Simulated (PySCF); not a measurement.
# How the method changes the constants of KSe

State: ²Π (doublet), unpaired electrons π ↑. Set-up: K pcseg-1, Se pcseg-1; no relativity (PySCF 2.14). De refers to K + Se in their high-spin ground configurations, without counterpoise correction. The functionals are run spin-unrestricted. A positive dipole means K(−)Se(+).

```
      Level  Re (Å)  ωe (cm⁻¹)  De (eV)   μ (D)  CPU s a point (SCF and correlation, without the integrals)
        UHF   3.018        196     1.59  -11.22                                                        0.09
    UHF-MP2   2.992        196     2.19     n/a                                                        0.14
UHF-SCS-MP2   2.999        195     2.17     n/a                                                         n/a
   UHF-CCSD   3.001        194     2.14     n/a                                                         n/a
UHF-CCSD(T)   3.000        194     2.17     n/a                                                         2.5
        LDA   2.869        211     2.88   -8.89                                                        0.17
        PBE   2.935        197     2.55   -9.14                                                        0.31
     r²SCAN   2.940        202     2.67  -10.08                                                         0.4
      TPSSh   2.940        200     2.68   -9.83                                                        0.45
       PBE0   2.932        203     2.53   -9.89                                                        0.63
     B2PLYP   2.961        199     2.38  -10.30                                                        0.32
```

Which functional lies closest to UHF-CCSD(T) in De, which farthest, and by how much do they differ from it?

Closest is B2PLYP (-3.9 pm in Re, +2.6 % in ωe, +0.21 eV in De against UHF-CCSD(T) in the same basis), farthest LDA (-13.1 pm in Re, +8.8 % in ωe, +0.71 eV in De). CCSD(T) converges more slowly with the basis than the functionals do and binds too weakly in this one, so the order can change at the basis-set limit.

What does the step from GGA to meta-GGA do here, going from PBE to r²SCAN?

r²SCAN less PBE: +0.5 pm in Re, +2.5 % in ωe, +0.12 eV in De. 

What does the triples do here, going from UHF-CCSD to UHF-CCSD(T)?

UHF-CCSD(T) less UHF-CCSD: -0.1 pm in Re, +0.0 % in ωe, +0.03 eV in De. Correlation nearly always deepens the well. The bond length hardly moves.

Correlated steps freeze 14 core orbitals. Correlated levels converge slowly with the basis: in double zeta they bind strong bonds too weakly, by up to about 1 eV, and carry superposition errors of some tenths. Spin–orbit coupling is left out. Counting both spins, an empty level lies below a filled one in some of these solutions, because spin and occupation are held. B2PLYP dipoles, levels and charges come from its SCF part alone. The state is the lowest determinant that a PBE0 search found; another state may lie lower at other levels.

The whole job (state search and all levels along the bond) took about 1.1 min on 1 thread of AMD EPYC 9R45 96-Core (shared host), peak memory 0.56 GiB.
